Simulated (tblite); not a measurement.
Method: GFN2-xTB as coded in tblite; computed harmonic values from a numerical Hessian at the method's own geometry, unscaled. The method is semi-empirical: single wavenumbers can be off by several per cent or more. Modes of hydrogen on silicon can be 10 to 20 % off. One conformer each. Thermal functions are those of the rigid rotor and harmonic oscillator, without mixing of conformers.

Problem. Order these by their heat capacity Cp at 298.15 K, highest first (J/(mol K)).
A. `C#CC(C#C)C#C`
B. `O[Si@@H](OC[S@](=O)C)C`
C. `C[SiH2]NCC1COC1`
D. `COC[S@](=O)CO[SiH3]`
E. `C1CCC[N+]1(C)C`
F. `CCC[P-]C[SiH3]`
G. `CC[C@](CF)(OC)C(=O)Cl`

Solution. G (181.0), B (178.6), D (174.7), C (166.0), F (153.2), E (130.1), A (125.3).

```json
{"SMILES": "CC[C@](CF)(OC)C(=O)Cl", "atoms": "20", "mass (u)": "168.04", "symmetry number": "1", "modes under 300 cm⁻¹": "10", "ZPE (kJ/mol)": "403.2", "S translation (J/(mol K))": "172.8", "S rotation": "126.1", "S vibration": "156.7", "S": "455.5", "Cp": "181.0"}
{"SMILES": "C[Si@@H](O)OC[S@@](C)=O", "atoms": "18", "mass (u)": "154.01", "symmetry number": "1", "modes under 300 cm⁻¹": "9", "ZPE (kJ/mol)": "346.6", "S translation (J/(mol K))": "171.7", "S rotation": "123.5", "S vibration": "155.6", "S": "450.7", "Cp": "178.6"}
{"SMILES": "COC[S@](=O)CO[SiH3]", "atoms": "18", "mass (u)": "154.01", "symmetry number": "1", "modes under 300 cm⁻¹": "10", "ZPE (kJ/mol)": "337.1", "S translation (J/(mol K))": "171.7", "S rotation": "124.8", "S vibration": "155.7", "S": "452.2", "Cp": "174.7"}
{"SMILES": "C[SiH2]NCC1COC1", "atoms": "21", "mass (u)": "131.08", "symmetry number": "1", "modes under 300 cm⁻¹": "8", "ZPE (kJ/mol)": "453.7", "S translation (J/(mol K))": "169.7", "S rotation": "122.7", "S vibration": "138.2", "S": "430.5", "Cp": "166.0"}
{"SMILES": "CCC[P-]C[SiH3]", "atoms": "18", "mass (u)": "119.04", "symmetry number": "1", "modes under 300 cm⁻¹": "8", "ZPE (kJ/mol)": "372.9", "S translation (J/(mol K))": "168.5", "S rotation": "119.6", "S vibration": "131.0", "S": "419.1", "Cp": "153.2"}
{"SMILES": "C[N+]1(C)CCCC1", "atoms": "21", "mass (u)": "100.11", "symmetry number": "2", "modes under 300 cm⁻¹": "3", "ZPE (kJ/mol)": "513.8", "S translation (J/(mol K))": "166.3", "S rotation": "108.0", "S vibration": "72.0", "S": "346.3", "Cp": "130.1"}
{"SMILES": "C#CC(C#C)C#C", "atoms": "11", "mass (u)": "88.03", "symmetry number": "3", "modes under 300 cm⁻¹": "6", "ZPE (kJ/mol)": "190.3", "S translation (J/(mol K))": "164.7", "S rotation": "106.6", "S vibration": "79.8", "S": "351.1", "Cp": "125.3"}
```

Entropies and Cp are for 298.15 K and 1 bar.
